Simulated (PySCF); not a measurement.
## ¹⁷O chemical shifts

Calculated, not measured (PySCF 2.14): σ from GIAO-PBE0/pcSseg-1, geometry: GFN2-xTB. Non-relativistic Hamiltonian, averaged over atoms made equivalent by symmetry, fast rotation or ring inversion, no solvent, single conformer.

Shieldings were converted by a linear fit to measured shifts: ¹⁷O: δ = 266.70 − 0.911σ (rms 10.7 ppm, 155 shifts, 12.2 ppm with the 3 outliers that the fit left out vs liquid water, solution or neat liquid). A few per cent of atoms miss by over 2 rms, more outside the fitted compound classes.

Give the ¹⁷O shifts of `C=C(C)[P@](=O)(O)/C=C\C`, `C/C=C\[P@H](=O)CC(C)=O`, `C#C[P@](=O)(O)C(C)(C)C`, `O=C=CS[SiH2]C=O`, `O=[P@@H](CO)C1=CCCC1`, `O=CC(=C=S)O[SiH3]`.

Answers


```json
{"compound": "[CH2:1]=[C:2]([CH3:3])[P@:4](=[O:5])([OH:6])/[CH:7]=[CH:8]\\[CH3:9]", "environment": "O5: P=O oxygen", "δ (ppm)": "94.6"}
{"compound": "[CH2:1]=[C:2]([CH3:3])[P@:4](=[O:5])([OH:6])/[CH:7]=[CH:8]\\[CH3:9]", "environment": "O6: oxygen bonded to P, H", "δ (ppm)": "60.8"}
{"compound": "[CH3:1]/[CH:2]=[CH:3]\\[P@H:4](=[O:5])[CH2:6][C:7]([CH3:8])=[O:9]", "environment": "O9: ketone oxygen", "δ (ppm)": "568.8"}
{"compound": "[CH3:1]/[CH:2]=[CH:3]\\[P@H:4](=[O:5])[CH2:6][C:7]([CH3:8])=[O:9]", "environment": "O5: P=O oxygen", "δ (ppm)": "51.2"}
{"compound": "[CH:1]#[C:2][P@:3](=[O:4])([OH:5])[C:6]([CH3:7])([CH3:8])[CH3:9]", "environment": "O4: P=O oxygen", "δ (ppm)": "94.4"}
{"compound": "[CH:1]#[C:2][P@:3](=[O:4])([OH:5])[C:6]([CH3:7])([CH3:8])[CH3:9]", "environment": "O5: oxygen bonded to P, H", "δ (ppm)": "60.7"}
{"compound": "[O:1]=[C:2]=[CH:3][S:4][SiH2:5][CH:6]=[O:7]", "environment": "O7: carbonyl oxygen", "δ (ppm)": "835.4"}
{"compound": "[O:1]=[C:2]=[CH:3][S:4][SiH2:5][CH:6]=[O:7]", "environment": "O1: carbonyl oxygen", "δ (ppm)": "295.1"}
{"compound": "[O:1]=[P@@H:2]([CH2:3][OH:4])[C:5]1=[CH:6][CH2:7][CH2:8][CH2:9]1", "environment": "O1: P=O oxygen", "δ (ppm)": "11.4"}
{"compound": "[O:1]=[P@@H:2]([CH2:3][OH:4])[C:5]1=[CH:6][CH2:7][CH2:8][CH2:9]1", "environment": "O4: alcohol oxygen", "δ (ppm)": "-39.1"}
{"compound": "[O:1]=[CH:2][C:3](=[C:4]=[S:5])[O:6][SiH3:7]", "environment": "O1: aldehyde oxygen", "δ (ppm)": "574.5"}
{"compound": "[O:1]=[CH:2][C:3](=[C:4]=[S:5])[O:6][SiH3:7]", "environment": "O6: oxygen bonded to C, Si", "δ (ppm)": "-47.4"}
```
